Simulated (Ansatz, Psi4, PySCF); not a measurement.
CH₅Si (SMILES C[SiH2]), doublet, geometry from GFN2-xTB. Base run: PySCF with BHANDHLYP/STO-3G.

Geometry (Å):
```xyz
7

C     -1.1924    -0.1678     0.1283
Si     0.6644     0.0850    -0.1430
H     -1.7778     0.5724    -0.4102
H     -1.5134    -1.1506    -0.2061
H     -1.4453    -0.0816     1.1844
H      1.1118     1.4318     0.1904
H      1.4783    -0.9556     0.4732
```
Charge 0, spin multiplicity 2.
Orbitals are unrestricted.
All else is at PySCF's defaults.

The same geometry, method and basis name were run in Ansatz (a quantum-chemistry and plane-wave program) and Psi4 and PySCF, at each program's defaults and at the settings that a row names. The base is PySCF at its defaults. Differences at the defaults can come from grids, fitting, cores and function types together.

```json
[
 {"code and settings": "PySCF, defaults (exact integrals, its default grid, spherical functions)", "ΔE vs base (µEh)": "0.0", "basis functions": "19", "E (Eh)": "-326.68571", "SCF cycles": "9", "dipole (D)": "0.31"},
 {"code and settings": "Psi4, defaults (density fitting with its default set, its default grid, spherical functions)", "ΔE vs base (µEh)": "-749", "basis functions": "19", "E (Eh)": "-326.68646", "SCF cycles": "8", "dipole (D)": "0.31"},
 {"code and settings": "Ansatz, defaults (factorised integrals, its default grid, spherical functions)", "ΔE vs base (µEh)": "1.5", "basis functions": "19", "E (Eh)": "-326.68571", "SCF cycles": "-", "dipole (D)": "-"},
 {"code and settings": "PySCF, density fitting with def2-universal-jkfit", "ΔE vs base (µEh)": "-748", "basis functions": "19", "E (Eh)": "-326.68646", "SCF cycles": "9", "dipole (D)": "0.31"},
 {"code and settings": "PySCF, fine grid", "ΔE vs base (µEh)": "-0.3", "basis functions": "19", "E (Eh)": "-326.68571", "SCF cycles": "9", "dipole (D)": "0.31"},
 {"code and settings": "Psi4, exact integrals, spherical functions, fine grid", "ΔE vs base (µEh)": "-0.2", "basis functions": "19", "E (Eh)": "-326.68571", "SCF cycles": "11", "dipole (D)": "0.31"},
 {"code and settings": "Ansatz, high accuracy", "ΔE vs base (µEh)": "-0.2", "basis functions": "19", "E (Eh)": "-326.68571", "SCF cycles": "-", "dipole (D)": "-"}
]
```

Open shells are given as the SCF converged; they aren't shown to be the lowest states, and a large step between rows can be another state.
